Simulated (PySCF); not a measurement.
## Spinor energies of Mn⁺ (manganese, charge +1)

Start: [Ar] 3d4 4s1 5s1; 3d5/2 filled at m_j = -1/2, +1/2, +3/2, +5/2; 4s1/2 filled at m_j = +1/2; 5s1/2 filled at m_j = +1/2. Calculated with PySCF 2.14 in x2c-TZVPall-2c with one added diffuse shell each of s, p, d type (7s8p5d1f, 63 functions): generalised Hartree-Fock with the X2C-1e Hamiltonian and a Gaussian nucleus; one run each with spin-orbit coupling (SO) switched off, then screened by Boettger's factors. This is a chosen level, not necessarily the ground level.

| spinor shell | electrons | ε, spin-free (eV) | ε, screened SO (eV) | weight of nominal j (screened SO) | rms radius, screened SO (bohr) |
| --- | --- | --- | --- | --- | --- |
| 1s1/2 | 2 | -6619.6 | -6619.5 | 1.000 | 0.0703 |
| 2s1/2 | 2 | -825.39 | -825.39 | 1.000 | 0.302 |
| 2p1/2 | 2 | -698.87 | -706.06 | 0.983 | 0.271 |
| 2p3/2 | 4 | -698.87 | -695.36 | 0.991 | 0.274 |
| 3s1/2 | 2 | -126.20 | -126.20 | 1.000 | 0.905 |
| 3p3/2 | 4 | -87.816 | -88.103 | 0.832 | 0.970 |
| 3p1/2 | 2 | -87.816 | -87.278 | 0.663 | 0.966 |
| 3d5/2 | 4 | -37.062 | -37.053 | 0.690 | 1.16 |
| 4s1/2 | 1 | -20.522 | -20.523 | 1.000 | 2.77 |
| 5s1/2 | 1 | -6.692 | -6.692 | 1.000 | 6.69 |

```tsv
quantity	spin-free	screened SO
E (hartree)	-1156.57013	-1156.58371
M_J	5	5
⟨J²⟩	30.005	30.005
⟨L²⟩	6.004	6.009
⟨S²⟩	12.001	11.998
```

Each row is a mean over spinors that exchange with the open shell spreads, by up to 14.583 eV (3p3/2).

Rows whose weight is well below 1 are mixtures of j = l ± 1/2: exchange outweighs spin-orbit coupling there, and the label is only the starting occupation.

Without spin-orbit coupling the j labels of p, d and f shells carry no meaning; the spin-free column gives the mean over the occupied spinors of each nl shell.
